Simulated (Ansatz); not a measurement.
The cluster PAu4⁻. Charge -1, multiplicity 1. Geometry B3LYP-D4/def2-SVPD.

Cartesian coordinates in Å:
```
P -0.056 1.469 -0.074
Au 2.291 -2.896 0.358
Au -1.428 0.949 -1.876
Au -1.755 1.104 1.470
Au 0.949 -0.626 0.122
```

In the def2 sets Au takes a core potential; there is no spin–orbit coupling. No other spin state of charge -1 was run. The structure comes from a short search, and lower isomers may exist.

Question: Estimate the orbital energies around the gap (eV) in Ansatz with PBE-D4/def2-TZVPD, r2SCAN-D4/def2-TZVPD, B97M-V/def2-TZVPD, PBE0-D4/def2-TZVPD, ωB97X-V/def2-TZVPD.

Answer: 
| orbital | PBE-D4/def2-TZVPD | r2SCAN-D4/def2-TZVPD | B97M-V/def2-TZVPD | PBE0-D4/def2-TZVPD | ωB97X-V/def2-TZVPD |
| --- | --- | --- | --- | --- | --- |
| HOMO−9 | -3.04 | -3.29 | -3.36 | -4.41 | -6.68 |
| HOMO−8 | -2.75 | -2.90 | -2.80 | -3.78 | -5.97 |
| HOMO−7 | -2.46 | -2.66 | -2.59 | -3.63 | -5.86 |
| HOMO−6 | -2.46 | -2.62 | -2.56 | -3.56 | -5.79 |
| HOMO−5 | -2.13 | -2.30 | -2.33 | -3.47 | -5.79 |
| HOMO−4 | -2.06 | -2.27 | -2.33 | -3.47 | -5.76 |
| HOMO−3 | -2.06 | -2.27 | -2.20 | -3.02 | -4.98 |
| HOMO−2 | -1.98 | -2.14 | -2.11 | -2.90 | -4.71 |
| HOMO−1 | -1.97 | -2.13 | -2.08 | -2.90 | -4.66 |
| HOMO | -1.32 | -1.44 | -1.22 | -1.92 | -3.63 |
| LUMO | 0.11 | 0.25 | 0.11 | 0.83 | 2.56 |
| LUMO+1 | 0.26 | 0.40 | 0.30 | 1.02 | 2.78 |
| LUMO+2 | 1.50 | 1.71 | 1.64 | 2.27 | 3.91 |
| LUMO+3 | 2.31 | 2.54 | 2.23 | 2.91 | 4.35 |
| LUMO+4 | 2.42 | 2.67 | 2.33 | 3.05 | 4.49 |
| LUMO+5 | 2.45 | 2.69 | 2.36 | 3.08 | 4.53 |
